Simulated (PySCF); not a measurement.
**A computed series [MF3(NH3)]−**

Computed with PySCF 2.14.0, PBE0, def2-SVP on the ligands, density fitting, scalar-relativistic core potentials, no spin-orbit coupling, vacuum. Each member is relaxed from one template within its symmetry. Distances are means of the shortest metal–ligand contacts, charges and spins Mulliken's; removal energies are rigid, with the ligand's formal charge and no counterpoise, so too large; for an anion taken off a cation in vacuum most of it is the attraction of opposite charges, and multiply charged cations can part far more cheaply with an electron moved from ligand to metal. lcecp potentials hold a fixed number of 4f electrons in the core, out of states, spins and gaps.

```json
{"metal": "Ce", "basis on the metal": "lcecp-0-SVP with ECP48", "point group": "C3v", "M–F (Å)": "2.304", "M–NH3 (Å)": "2.866", "charge on M (e)": "0.67", "removal of one F (eV)": "4.51", "strongest infrared band, degenerate modes summed (cm⁻¹)": "392", "unstable modes (below −25 cm⁻¹)": "0"}
{"metal": "Sm", "basis on the metal": "lcecp-0-SVP with ECP52", "point group": "C3v", "M–F (Å)": "2.251", "M–NH3 (Å)": "2.772", "charge on M (e)": "0.64", "removal of one F (eV)": "4.65", "strongest infrared band, degenerate modes summed (cm⁻¹)": "400", "unstable modes (below −25 cm⁻¹)": "0"}
{"metal": "Tm", "basis on the metal": "lcecp-0-SVP with ECP59", "point group": "C3v", "M–F (Å)": "2.182", "M–NH3 (Å)": "2.648", "charge on M (e)": "0.63", "removal of one F (eV)": "4.83", "strongest infrared band, degenerate modes summed (cm⁻¹)": "408", "unstable modes (below −25 cm⁻¹)": "0"}
{"metal": "Hg", "basis on the metal": "def2-SVP with ECP60", "point group": "C3", "M–F (Å)": "2.108", "M–NH3 (Å)": "2.628", "charge on M (e)": "0.65", "removal of one F (eV)": "4.19", "strongest infrared band, degenerate modes summed (cm⁻¹)": "–", "unstable modes (below −25 cm⁻¹)": "3"}
```

Task: What does the calculation give for Gd, lcecp-0-SVP with ECP54?

Result: point group: C3v, M–F (Å): 2.228, M–NH3 (Å): 2.733, charge on M (e): 0.64, removal of one F (eV): 4.72, strongest infrared band, degenerate modes summed (cm⁻¹): 405, unstable modes (below −25 cm⁻¹): 0.
```xyz
8

Gd    0.1542   -0.1542    0.1542
F     1.1239    1.6018    1.1239
F    -1.6018   -1.1239    1.1239
F     1.1239   -1.1239   -1.6018
N    -1.4239    1.4239   -1.4239
H    -2.0215    2.0215   -0.8567
H    -0.8567    2.0215   -2.0215
H    -2.0215    0.8567   -2.0215
```

From Ce to Tm the M–F distance shrinks by 0.12 Å, the lanthanide contraction, and the energy to remove one F rises by 0.32 eV.

Members with unstable modes aren't minima as they stand: saddle points kept by symmetry or, where the modes are soft, flat surfaces and noise. Moved off a saddle point of the template and relaxed again: Hg. One start shape was tried for each, so a minimum needn't be the lowest isomer. Oxidation states forced by the potential, rare, strongly oxidising or of another configuration in reality: [CeF3(NH3)]−, [GdF3(NH3)]−.
